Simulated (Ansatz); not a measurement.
Other settings, tried on SiH2Me(OMe) (C₂H₈OSi).

```yaml
crystal:
  periodic: [false, false, false]
  atoms:
    - {symbol: Si, position_ang: [0.384262, 0.553313, 0.260416]}
    - {symbol: H, position_ang: [0.402409, 0.620437, 1.759145]}
    - {symbol: H, position_ang: [1.806895, 0.573405, -0.215673]}
    - {symbol: C, position_ang: [-0.584126, 1.969673, -0.461482]}
    - {symbol: H, position_ang: [-0.141759, 2.936983, -0.173919]}
    - {symbol: H, position_ang: [-1.626179, 1.949427, -0.105686]}
    - {symbol: H, position_ang: [-0.597071, 1.911269, -1.561085]}
    - {symbol: O, position_ang: [-0.361858, -0.855201, -0.237518]}
    - {symbol: C, position_ang: [0.091541, -2.140665, 0.115093]}
    - {symbol: H, position_ang: [1.123654, -2.328520, -0.238971]}
    - {symbol: H, position_ang: [-0.569268, -2.888729, -0.350707]}
    - {symbol: H, position_ang: [0.071489, -2.301381, 1.210368]}
basis:
  gaussian: {orbitals: STO-3G}
hamiltonian: {xc: {name: B2PLYP}, pseudopotentials: {relativity: none}}
scf: {lower_state_search: off}
output: {forces: true}
```

```sh
$ ansatz run in.yaml --threads 4 --pin off --events-out ev --progress --plain --max-ram 3916MiB
```

Output, abridged:

```
Functional definition: B2PLYP
418 factors; integrals over basis functions are off by at most 3.6e-5 eV
mean field evaluation 1: about -11969.9904 eV, gradient 2.1e1 eV
mean field evaluation 2: about -11970.0263 eV, gradient 2.1e1 eV
mean field evaluation 4: about -11971.5174 eV, gradient 1.2e0 eV
mean field evaluation 8: about -11971.5221 eV, gradient 8.5e-3 eV
mean field -11971.52205874 eV, -439.9453210695 hartree, gradient 2.9e-6 eV, S^2 0.000000; 0 other end points of the search recorded, 0 dependent functions left out
8 core orbitals not correlated: weight in the atoms' cores, before any rotation towards them, 1.000 or more for the frozen orbitals, at most 0.000 for the correlated occupied ones
reference -11971.52218664 eV, -439.9453257698 hartree; 13, 13 occupied and 11, 11 virtual orbitals, 418 factors
second order -6.27431530 eV of doubles, -0.00000000 eV of singles
mean field evaluation 16: about -11971.5221 eV, gradient 2.9e-6 eV
Total energy: -11973.21625177 eV, -440.0075815151 hartree
Atom 0 at     0.384262     0.553313     0.260416 Å, force     2.033907    -0.098824     1.451683 eV/Å
Atom 1 at     0.402409     0.620437     1.759145 Å, force     0.020688     0.038355    -1.220127 eV/Å
Atom 2 at     1.806895     0.573405    -0.215673 Å, force    -1.144044     0.077445     0.418111 eV/Å
Atom 3 at    -0.584126     1.969673    -0.461482 Å, force    -0.201621     0.088536    -0.141658 eV/Å
Atom 4 at    -0.141759     2.936983    -0.173919 Å, force    -0.101917    -0.194272    -0.067518 eV/Å
Atom 5 at    -1.626179     1.949427    -0.105686 Å, force     0.175644     0.080243    -0.114496 eV/Å
Atom 6 at    -0.597071     1.911269    -1.561085 Å, force    -0.046723     0.089063     0.197638 eV/Å
Atom 7 at    -0.361858    -0.855201    -0.237518 Å, force    -1.788422     0.739319    -1.294258 eV/Å
Atom 8 at     0.091541    -2.140665     0.115093 Å, force     0.813811     0.027489     0.579327 eV/Å
Atom 9 at     1.123654    -2.328520    -0.238971 Å, force     0.314122    -0.323091     0.017416 eV/Å
Atom 10 at    -0.569268    -2.888729    -0.350707 Å, force    -0.185012    -0.207719    -0.128954 eV/Å
Atom 11 at     0.071489    -2.301381     1.210368 Å, force     0.109567    -0.316545     0.302837 eV/Å
Dipole moment:     0.114641     0.034557     0.080623 e Å
Checks for a lower state left out: starts, cluster_reference, orbital_swaps, neighbouring_geometries, increment
```

Run time 1.1 s (4 threads of Arm Neoverse V1 on a shared host).

Correlated methods freeze 8 core orbitals.
